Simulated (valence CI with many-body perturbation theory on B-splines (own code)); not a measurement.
# Forbidden lines of Rh22+

Level of theory: configuration interaction combined with many-body perturbation theory (CI+MBPT): five valence electrons over a frozen Dirac-Fock core [Ar], radial functions for each j: 7 s, 7 p, 8 d, 6 f, 4 g, 1 h, with the one-electron correlation potential Σ1, the two-electron term Σ2, the three-electron term Σ3, Breit, model QED; selected CI, second order for the rest (own B-spline code, finite nucleus).

No measured spectrum was set against this ion. As an estimate, terms of the open shell hold to 2 to 4 % of their energy, and close levels can change places. Core correlation moves these levels by up to 13000 cm⁻¹, and in measured spectra 5 to 20 % of such shifts remained as error; rates that hang on mixing are uncertain with them. Only levels of the ground parity were solved; by the run's estimate the other parity begins above the list, which can be wrong where configurations are misplaced.

Lines 51 to 100 of 120 in falling wavelength, among levels below 423450 cm⁻¹, chosen from the decays that carry over 1 % of a level's rate. Wavelengths and rates use the calculated energies, so an error of 3000 cm⁻¹ moves a line at 1817 Å by 5.5 % and its rate by three times that or more. S is in atomic units (e²a₀⁴ for E2 and M2, e²a₀⁶ for E3), for M1 in squared Bohr magnetons. Weak lines are less certain than strong ones. Lines between different terms over intervals too small for the method are left out, as are lines whose strength nearly cancels.

Names give the largest LS component (configuration and term), which can be under half, so a name can repeat, a term be missing and a line seem to break the LS rules; names also repeat where a configuration has a term twice. Letters in brackets count levels of one name in rising energy.

```
λ vac (Å)           Upper           Lower  Type   A (s⁻¹)  S (a.u.)
     1817  3d5 2F_7/2 [a]      3d5 4G_9/2    M1  5.58e+02  9.92e-01
     1762  3d5 2F_7/2 [c]  3d5 2F_5/2 [a]    M1  1.57e+02  2.55e-01
     1760  3d5 2F_7/2 [a]  3d5 4G_5/2 [b]    M1  1.37e+01  2.21e-02
     1746      3d5 4F_3/2      3d5 4D_3/2    M1  7.19e+02  5.68e-01
     1704     3d5 2H_11/2  3d5 2G_9/2 [a]    M1  3.98e+02  8.75e-01
     1666      3d5 4F_5/2      3d5 4D_7/2    M1  1.79e+02  1.84e-01
     1630      3d5 4D_5/2  3d5 4G_5/2 [a]    M1  3.50e+02  3.37e-01
     1627  3d5 2F_7/2 [c]  3d5 2G_9/2 [a]    M1  8.78e+02  1.12e+00
     1627      3d5 4F_3/2      3d5 4D_1/2    M1  4.35e+02  2.78e-01
     1617  3d5 2F_5/2 [b]      3d5 4D_3/2    M1  1.85e+02  1.74e-01
     1609     3d5 2I_13/2     3d5 4G_11/2    M1  1.13e+02  2.45e-01
     1592     3d5 2H_11/2     3d5 2I_13/2    M1  7.82e+02  1.40e+00
     1590  3d5 2F_7/2 [a]      3d5 4G_7/2    M1  1.45e+01  1.73e-02
     1569  3d5 2D_3/2 [a]      3d5 4P_3/2    M1  1.77e+03  1.01e+00
     1561      3d5 2H_9/2      3d5 4D_7/2    M1  1.85e+02  2.61e-01
     1509  3d5 2G_9/2 [a]     3d5 4G_11/2    M1  4.35e+02  5.53e-01
     1480  3d5 2F_7/2 [c]  3d5 2F_7/2 [a]    M1  5.59e+02  5.37e-01
     1479  3d5 2F_5/2 [a]  3d5 4G_5/2 [b]    M1  4.73e+03  3.40e+00
     1449  3d5 2G_9/2 [a]      3d5 4G_7/2    M1  3.89e+02  4.38e-01
     1437  3d5 2F_5/2 [a]      3d5 4P_3/2    M1  2.58e+02  1.70e-01
     1430      3d5 4F_3/2      3d5 4D_5/2    M1  6.76e+02  2.93e-01
     1391  3d5 2G_7/2 [a]      3d5 4D_7/2    M1  3.91e+02  3.12e-01
     1372  3d5 2F_7/2 [b]      3d5 4D_5/2    M1  5.07e+02  3.88e-01
     1357  3d5 2F_5/2 [a]      3d5 4G_7/2    M1  6.81e+02  3.78e-01
     1351      3d5 4D_3/2  3d5 4G_5/2 [a]    M1  2.10e+02  7.68e-02
     1342  3d5 2F_5/2 [b]      3d5 4D_5/2    M1  2.31e+02  1.24e-01
     1321     3d5 2H_11/2     3d5 2I_11/2    M1  2.85e+03  2.92e+00
     1223  3d5 2G_9/2 [b]     3d5 2I_11/2    M1  5.91e+02  4.00e-01
     1221  3d5 2F_7/2 [b]      3d5 4D_7/2    M1  1.63e+03  8.82e-01
     1197  3d5 2F_5/2 [b]      3d5 4D_7/2    M1  7.63e+02  2.91e-01
     1197  3d5 2F_7/2 [a]  3d5 4G_5/2 [a]    M1  8.27e+01  4.20e-02
     1168      3d5 4F_5/2  3d5 4G_5/2 [b]    M1  5.05e+02  1.79e-01
     1157  3d5 4G_5/2 [a]      3d5 6S_5/2    M1  2.01e+03  6.91e-01
     1138      3d5 2H_9/2      3d5 4G_9/2    M1  1.94e+03  1.06e+00
     1130  3d5 2D_3/2 [a]  3d5 4G_5/2 [a]    M1  1.45e+03  3.09e-01
     1114  3d5 2F_7/2 [c]      3d5 4D_5/2    M1  6.96e+01  2.85e-02
     1091      3d5 4F_5/2      3d5 4G_7/2    M1  7.05e+02  2.03e-01
     1075      3d5 2H_9/2     3d5 4G_11/2    M1  7.68e+02  3.54e-01
     1064      3d5 4F_3/2      3d5 4P_1/2    M1  3.23e+01  5.78e-03
     1059  3d5 2F_5/2 [a]  3d5 4G_5/2 [a]    M1  3.11e+02  8.23e-02
     1045  3d5 2G_7/2 [a]      3d5 4G_9/2    M1  9.04e+02  3.06e-01
     1045      3d5 2H_9/2      3d5 4G_7/2    M1  7.80e+02  3.30e-01
     1026  3d5 2G_7/2 [a]  3d5 4G_5/2 [b]    M1  4.19e+01  1.34e-02
     1012  3d5 2F_7/2 [c]      3d5 4D_7/2    M1  1.61e+02  4.95e-02
    979.4  3d5 2G_9/2 [b]      3d5 4D_7/2    M1  8.28e+02  2.89e-01
    956.6      3d5 4F_3/2  3d5 4G_5/2 [b]    M1  8.47e+01  1.10e-02
    946.0  3d5 2F_7/2 [b]      3d5 4G_9/2    M1  1.52e+03  3.82e-01
    938.8      3d5 4F_3/2      3d5 4P_3/2    M1  1.18e+02  1.44e-02
    933.3      3d5 4G_7/2      3d5 6S_5/2    M1  6.55e+01  1.58e-02
    916.6  3d5 2F_5/2 [b]  3d5 4G_5/2 [b]    M1  5.78e+02  9.89e-02
```
